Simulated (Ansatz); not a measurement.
**Reading a saddle point**

A first-order saddle point of BH₃F₄, closed shell, PBE0-D4/def2-TZVP, with one imaginary mode of 1107i cm⁻¹:

| atom | x (Å) | y (Å) | z (Å) |
| --- | --- | --- | --- |
| B1 | -0.7020 | 0.0198 | -0.5102 |
| H2 | -0.4631 | 0.7687 | 0.5617 |
| F3 | -1.7606 | -0.7483 | -0.2463 |
| F4 | -0.7296 | 0.8230 | -1.5755 |
| H5 | 1.2018 | -0.5664 | 0.2498 |
| F6 | 0.5297 | -0.8855 | -0.6252 |
| H7 | 0.4667 | 0.5309 | 0.9781 |
| F8 | 1.4570 | 0.0578 | 1.1676 |

Computed with Ansatz 0.2.0 (basis: def2-TZVPP and def2-QZVPP); correlated methods freeze the cores. Extrapolation: Hartree–Fock as exp(−7.88 √X), correlation as X^−2.97.

(1) Which contacts change along the imaginary mode, and what lies on either side? (Judge from chemistry; the calculation decides.)

(2) Which side is lower, and how far does the saddle lie above each? (Judge from chemistry; the value comes from the calculation.)

T1 diagnostic: at most 0.012.

Answers

(1) Computed: The step is BHF₂ ([F][BH][F]) + HF + HF → BF₃ ([F][B]([F])[F]) + HF + H₂, with the molecules in contact on both sides. Shortening one way: B1–F6, H2–H7, H5–F8; lengthening the same way: B1–H2, H5–F6, H7–F8.
```csv
pair,one side (Å),saddle (Å),other side (Å)
B1–F6,2.34,1.53,1.32
H2–H7,2.34,1.05,0.75
H5–F8,1.72,1.14,0.92
B1–H2,1.20,1.33,2.74
H5–F6,0.93,1.15,1.98
H7–F8,0.93,1.11,2.62
```

(2) The calculation gives: The side with B1–F6, H2–H7, H5–F8 short is lower by 1.005 eV; the saddle lies 1.783 eV above it and 0.778 eV above the other (CCSD(T) at an estimated basis limit (MP2 extrapolated from triple and quadruple zeta, plus CCSD(T) − MP2 in triple zeta); electronic energies).

Labels in which every atom is bracketed show which atoms are joined, not bond orders.

For scale, one of the runs: CCSD(T)/def2-TZVPP, 197 basis functions, launched by `ansatz run in.yaml --threads 4 --pin off --events-out ev --progress --plain --max-ram 9574MiB`. Hardware: 4 CPU threads of an Arm Neoverse V1, shared host. Wall time 84 s; peak host memory 2.8 GiB.
